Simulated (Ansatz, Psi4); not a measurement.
Here is a job for Psi4.
```
memory 2 GB

molecule mol {
0 2
  C     0.835192   -0.011737   -0.937763
  C     2.084743   -0.177637   -0.169537
  C    -0.254507    0.777394   -0.466430
  H     0.677043   -0.663505   -1.782533
  H     2.085227   -1.137528    0.358041
  Cl   -1.350148   -0.283367    0.715905
  H     2.948546   -0.189084   -0.835151
  H     2.203159    0.612184    0.568440
  H     0.023736    1.600461    0.184586
  H    -0.977760    1.066592   -1.221389
}

set basis sto-3g
set reference uks
set scf_type pk
set puream true
set d_convergence 1e-8
set dft_radial_points 99
set dft_spherical_points 590

energy('pbe')
print_variables()
```

Task: Write the same job for Ansatz (an electronic-structure program).

Result: One answer among several that fit: 
Ansatz 0.2 input:
```yaml
crystal:
  periodic: [false, false, false]
  atoms:
    - {symbol: C, position_ang: [0.83519170, -0.01173686, -0.93776301]}
    - {symbol: C, position_ang: [2.08474253, -0.17763721, -0.16953693]}
    - {symbol: C, position_ang: [-0.25450716, 0.77739373, -0.46643008]}
    - {symbol: H, position_ang: [0.67704263, -0.66350502, -1.78253322]}
    - {symbol: H, position_ang: [2.08522732, -1.13752773, 0.35804127]}
    - {symbol: Cl, position_ang: [-1.35014793, -0.28336693, 0.71590498]}
    - {symbol: H, position_ang: [2.94854628, -0.18908383, -0.83515052]}
    - {symbol: H, position_ang: [2.20315945, 0.61218429, 0.56844018]}
    - {symbol: H, position_ang: [0.02373643, 1.60046062, 0.18458636]}
    - {symbol: H, position_ang: [-0.97775952, 1.06659151, -1.22138880]}
basis:
  gaussian:
    orbitals: STO-3G
hamiltonian:
  xc: pbe
magnetization: {spin_polarized: true, initial_magnetization: 1}
accuracy: high
```

Both were run: Psi4 gave -571.270351 Eh and Ansatz -571.270351 Eh, 0.000 mEh apart.
